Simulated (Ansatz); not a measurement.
Geometry optimisation, RHF/def2-SVP (Ansatz 0.2.0).

The input (input.yaml):

```yaml
crystal:
  periodic: [false, false, false]
  atoms:
    - { symbol: O, position_ang: [-0.2331, 1.2248, -0.3863] }
    - { symbol: B, position_ang: [-0.1843, -0.1431, -0.0329] }
    - { symbol: O, position_ang: [-1.35317, -0.93963, -0.23543] }
    - { symbol: Cl, position_ang: [1.24906, -0.89992, 0.69039] }
    - { symbol: H, position_ang: [0.0095, 1.2964, -1.3624] }
    - { symbol: H, position_ang: [-1.28318, -1.30047, -1.16755] }
basis:
  gaussian: { orbitals: def2-SVP }
hamiltonian:
  xc: hf
relax:
  f_tol: 0.015
  max_steps: 40
output:
  orbitals: {}
```

Run as:

```bash
$ ansatz run input.yaml --threads 1 --pin off --max-ram 2048MiB --backend cpu --events-out ev --progress --plain --runs-dir out
```

Problem. Where does it end, and by what steps?

Solution. It converged. After 12 steps the energy has fallen by 1.357 eV; O3 moved furthest, 0.66 Å.

| step | energy less start (eV) | largest force component (eV/Å) | accepted |
| --- | --- | --- | --- |
| 0 | 0.0000 | 2.840 | yes |
| 1 | -0.3533 | 1.384 | yes |
| 2 | -0.3884 | 1.871 | yes |
| 3 | -0.4991 | 0.742 | yes |
| 4 | -0.6563 | 2.575 | yes |
| 5 | -1.0577 | 0.634 | yes |
| 6 | -1.1830 | 1.270 | yes |
| 7 | -1.2282 | 1.429 | yes |
| 8 | -1.3473 | 0.236 | yes |
| 9 | -1.3530 | 0.374 | yes |
| 10 | -1.3572 | 0.039 | yes |
| 11 | -1.3573 | 0.042 | yes |
| 12 | -1.3573 | 0.002 | yes |

```xyz
6
Properties=species:S:1:pos:R:3
O 0.187 1.163 -0.508
B -0.092 -0.123 -0.273
O -1.166 -0.715 -0.824
Cl 0.999 -1.046 0.797
H -0.435 1.584 -1.082
H -1.287 -1.625 -0.605
```

Whether the end is a true minimum wasn't checked by a vibrational analysis.

Time of the run: 18 s on 1 thread of AMD EPYC 7R43 64-Core Processor (Zen 3), with other jobs on the host, peak memory 0.14 GiB.
